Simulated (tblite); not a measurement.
Compound: C7H9F3S.
Cartesian coordinates in Å at the GFN2-xTB level; atoms count from 1:
```xyz
20
C7H9F3S angstrom
C     -1.3690   -1.1246   -0.3966
C     -0.7283   -0.2181    0.6499
C     -1.1984    1.2325    0.4744
C     -0.2307    1.8537   -0.4810
S     -0.4571    3.2398   -1.2799
C      0.9898    0.9923   -0.5864
C      0.8023   -0.0740    0.4987
C      1.5498   -1.3591    0.1937
F      2.8777   -1.1826    0.3131
F      1.3519   -1.8296   -1.0446
F      1.2236   -2.3494    1.0390
H     -1.1307   -0.7938   -1.4044
H     -2.4499   -1.1052   -0.2774
H     -1.0410   -2.1542   -0.2800
H     -0.9746   -0.6015    1.6430
H     -2.2243    1.3093    0.1156
H     -1.1450    1.7769    1.4222
H      1.0262    0.5392   -1.5815
H      1.9060    1.5718   -0.4676
H      1.2164    0.2874    1.4466
```

Method: GFN2-xTB as coded in tblite; computed harmonic values from a numerical Hessian at the method's own geometry, unscaled. This tight-binding method is rough: wavenumbers can miss measured ones by several per cent, in bad cases by 10 to 20. One conformer, not necessarily the lowest.

Harmonic wavenumbers (cm⁻¹): 48.7, 76.5, 93.4, 136.8, 226.0, 252.4, 272.9, 297.2, 314.7, 352.1, 381.7, 410.0, 459.8, 512.2, 532.5, 622.3, 650.8, 786.5, 807.9, 862.1, 903.7, 930.4, 978.2, 1024.7, 1033.9, 1050.7, 1058.4, 1091.2, 1105.6, 1147.9, 1167.9, 1192.8, 1194.5, 1208.3, 1238.8, 1265.9, 1278.3, 1311.9, 1330.7, 1337.9, 1420.6, 1431.9, 1438.7, 1493.4, 1511.3, 2941.7, 2944.6, 2957.1, 2969.5, 2999.2, 3009.3, 3040.6, 3050.1, 3056.5.

A = 1831, B = 571.9, C = 503.0 MHz; mass 182.038 u (most abundant isotopes); point group C1, symmetry number 1.

Q: Zero-point energy?

A: Half the sum of the wavenumbers: 32606 cm⁻¹ = 390.06 kJ/mol.

Q: Give the ideal-gas entropy at 350 K and 1 bar in the rigid-rotor, harmonic-oscillator model (classical rotation).

A: Translation 177.09, rotation 130.83, vibration 154.50: S = 462.4 J/(mol K).

Q: And Cp and H(350 K) − H(0)?

A: Cp = 201.02 J/(mol K), of which vibrations give 167.76 (their classical limit is 54 R = 449.0); H(350 K) − H(0) = 40.66 kJ/mol without the zero-point energy, 29.02 from vibrations.

Q: How do the functions run with temperature in this model?

A: 
| T (K) | S (J/(mol K)) | Cp (J/(mol K)) | H − H(0) (kJ/mol) | G − H(0) (kJ/mol) | ln q(vib) |
| --- | --- | --- | --- | --- | --- |
| 50 | 255.8 | 54.6 | 2.09 | -10.70 | 0.49 |
| 100 | 301.3 | 79.8 | 5.44 | -24.69 | 1.67 |
| 298.15 | 432.2 | 176.2 | 30.88 | -97.99 | 7.13 |
| 373.15 | 475.6 | 211.7 | 45.44 | -132.04 | 9.27 |
| 500 | 545.1 | 263.4 | 75.71 | -196.84 | 12.89 |
| 750 | 666.2 | 332.6 | 150.96 | -348.68 | 19.83 |
| 1000 | 768.1 | 375.0 | 239.80 | -528.33 | 26.31 |

q(vib) and H(0) count from the zero-point level.

Q: What must be added to the electronic energy to get the Gibbs energy at 350 K and 1 bar?

A: ZPE + [H(350 K) − H(0)] − T·S = 390.06 + 40.66 − 161.85 = 268.87 kJ/mol.

Q: Which modes carry the vibrational entropy at 350 K?

A: 48.7 cm⁻¹: 21.70; 76.5 cm⁻¹: 17.97; 93.4 cm⁻¹: 16.32; 136.8 cm⁻¹: 13.21; 226.0 cm⁻¹: 9.22; 252.4 cm⁻¹: 8.37 J/(mol K); the other 48 give 67.70 together.

Q: Blend soft modes into free rotors: weight 1/[1 + (100 cm⁻¹/ν̃)⁴] for the oscillator and the rest for a rotor with moment μB/(μ + B), μ = h/(8π²ν), B = 10⁻⁴⁴ kg m². What vibrational entropy results?

A: 143.28 J/(mol K) in place of 154.50, which changes −T·S at 350 K by +3.93 kJ/mol.

Hindered rotation and anharmonicity are outside this model. Other conformers, if any are populated, would add a mixing term that is left out. The structure is chiral; the term R ln 2 for an equal mix with its mirror image is left out.
